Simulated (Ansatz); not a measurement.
Consider the redistribution: `CB(S)C(N)F` + `BCOC` → `COB(C)S` + `BCC(N)F`.

Calculated with Ansatz (gas phase, PBE0-D4/def2-TZVP geometries, no zero-point term in ΔE). CCSD(T)/CBS is the MP2 limit (def2-TZVPP, def2-QZVPP) plus CCSD(T) − MP2 in def2-TZVPP, frozen cores. Functionals use def2-TZVPP. B3LYP here is the variant with VWN-RPA as its local correlation; programs differ in this. One conformer a species, not always the lowest.

```csv
level,ΔE (kcal/mol)
B2PLYP,-45.0
B3LYP,-43.7
CCSD/def2-TZVPP,-45.9
CCSD(T)/def2-TZVPP,-45.6
```

Q: What does CCSD(T)/CBS give? (An estimate is asked.)

A: Ansatz gave: -45.9 kcal/mol. The listed levels differ from it by 0.9, 2.2, 0.0, 0.3 kcal/mol.

Largest T1 diagnostic among the species: 0.013.

From PBE to PBE0 (25 % exact exchange), in def2-TZVPP and without D4, ΔE moves by −1.7 kcal/mol.
